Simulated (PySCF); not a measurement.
CH6BFO2Si, SMILES COB(F)O[SiH3]. Atoms are numbered in the order given.

```xyz
12

B      0.1441     0.6581     0.2386
F      0.4546     1.8661     0.7182
O     -0.8329     0.5055    -0.6891
C     -1.5825     1.5899    -1.2083
H     -1.2649     2.5495    -0.7720
H     -1.4522     1.6289    -2.3009
H     -2.6498     1.4295    -0.9901
O      0.8214    -0.4247     0.6918
Si     0.6048    -2.0274     0.2347
H     -0.7795    -2.4777     0.5552
H      1.5873    -2.8235     1.0168
H      0.8672    -2.1928    -1.2232
```

Geometry optimised at r2SCAN-D4/def2-SVP. The structure was generated by enumeration, and PubChem lists no compound with its InChIKey, so it may never have been made. One conformer was computed; it need not be the lowest.

Computed with TDA-PBE0/def2-SVPD (PySCF 2.14.0).

Vertical excitations. 

**Question.** Give excitation energies, oscillator strengths and character. (Estimate from the structure and the level; the computed values follow.)

**Answer.** 
| state | energy (eV) | λ (nm) | f | main pairs |
|---|---|---|---|---|
| S1 | 7.58 | 164 | 0.000 | HOMO→LUMO 92 % |
| S2 | 7.93 | 156 | 0.010 | HOMO−1→LUMO 91 % |
| S3 | 8.10 | 153 | 0.003 | HOMO−2→LUMO 75 %, HOMO→LUMO+1 15 % |
| S4 | 8.54 | 145 | 0.013 | HOMO→LUMO+1 79 %, HOMO−2→LUMO 16 % |
| S5 | 8.59 | 144 | 0.003 | HOMO−3→LUMO 92 % |
| S6 | 8.81 | 141 | 0.088 | HOMO→LUMO+2 66 %, HOMO−2→LUMO+1 30 % |
| S7 | 8.87 | 140 | 0.047 | HOMO−1→LUMO+1 83 % |
| S8 | 8.96 | 138 | 0.134 | HOMO→LUMO+3 92 % |
| S9 | 9.04 | 137 | 0.006 | HOMO−1→LUMO+3 46 %, HOMO→LUMO+4 36 % |
| S10 | 9.14 | 136 | 0.007 | HOMO−2→LUMO+1 54 %, HOMO→LUMO+2 26 %, HOMO→LUMO+4 10 % |
| T1 | 7.24 | 171 | 0 | HOMO→LUMO 69 %, HOMO−2→LUMO 18 % |
| T2 | 7.45 | 166 | 0 | HOMO−1→LUMO 81 % |
| T3 | 7.82 | 158 | 0 | HOMO−2→LUMO 56 %, HOMO→LUMO 24 %, HOMO→LUMO+1 11 % |
| T4 | 8.13 | 152 | 0 | HOMO→LUMO+3 78 % |
Triplets are in the Tamm–Dancoff approximation.
